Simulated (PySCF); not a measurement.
C₂H₉NSi, SMILES CN[SiH2]C. Atoms are numbered in the order given.

```xyz
13

Si     0.5617    -0.3801     0.6056
C      1.7039     0.7669    -0.3530
N     -0.9372    -0.6085    -0.2461
C     -1.8646     0.4548    -0.5836
H      1.1551    -1.7428     0.7466
H      0.4038     0.1943     1.9862
H      1.2648     1.7723    -0.4599
H      1.9019     0.3710    -1.3615
H      2.6651     0.8815     0.1743
H     -1.3834    -1.5149    -0.1437
H     -2.5789     0.7098     0.2262
H     -1.3104     1.3770    -0.8237
H     -2.4570     0.2019    -1.4803
```

Geometry optimised at B3LYP-D3(BJ)/def2-SVP. One conformer was computed; it need not be the lowest.

Calculation: TDA-CAM-B3LYP/def2-SVPD run with PySCF 2.14.0.

Vertical excitations. The molecule is in vacuum.

Computed excitation energies, oscillator strengths and character:
```tsv
state	energy (eV)	λ (nm)	f	main pairs
S1	5.97	208	0.003	HOMO→LUMO 74 %, HOMO→LUMO+1 19 %
S2	6.72	185	0.021	HOMO→LUMO+1 67 %, HOMO→LUMO 17 %
S3	7.31	170	0.021	HOMO→LUMO+3 72 %, HOMO→LUMO+2 15 %
S4	7.42	167	0.036	HOMO→LUMO+2 72 %, HOMO→LUMO+3 14 %
S5	7.65	162	0.017	HOMO→LUMO+5 74 %, HOMO→LUMO+4 14 %
S6	7.94	156	0.063	HOMO→LUMO+4 61 %, HOMO→LUMO+5 12 %
S7	8.39	148	0.046	HOMO→LUMO+6 81 %
S8	8.71	142	0.010	HOMO→LUMO+8 57 %, HOMO−2→LUMO+1 11 %, HOMO→LUMO+9 9 %
S9	8.71	142	0.019	HOMO−1→LUMO 75 %
S10	8.78	141	0.067	HOMO−1→LUMO+1 45 %, HOMO−2→LUMO+1 16 %, HOMO−2→LUMO 10 %, HOMO→LUMO+7 8 %
T1	5.70	218	0	HOMO→LUMO 61 %, HOMO→LUMO+1 27 %
T2	6.47	192	0	HOMO→LUMO+1 54 %, HOMO→LUMO 29 %
T3	7.04	176	0	HOMO→LUMO+3 74 %
T4	7.18	173	0	HOMO→LUMO+2 71 %
```
Triplets are in the Tamm–Dancoff approximation.
